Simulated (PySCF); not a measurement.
Computed Raman spectrum (relative Raman activity) of a molecule C3H2ClF3. The structure is a stationary point at B3LYP-D3(BJ)/def2-SVP. The values are those of a single conformer. Computed with B3LYP-D3(BJ)/def2-SVP (PySCF 2.14.0). Frequencies are harmonic and unscaled.

Lines under 2 % of the strongest are left out, and lines within 2 cm⁻¹ are merged.

ν (cm⁻¹): 308 (w), 460 (w), 541 (vw), 642 (vw), 889 (w), 918 (vw), 1018 (vw), 1127 (vw), 1236 (w), 1345 (w), 1389 (w), 1422 (w), 1746 (m), 3062 (vs), 3206 (s) (against the strongest line: vs over 80 %, s over 45 %, m over 15 %, w over 4 %, vw less)

Pick the molecule that these values belong to.
A) F[C@@H]1[C@@H](Cl)C1(F)F
B) F/C=C(/Cl)C(F)F
C) FC1(F)C[C@]1(F)Cl
D) F/C(Cl)=C\C(F)F

B, F/C=C(/Cl)C(F)F
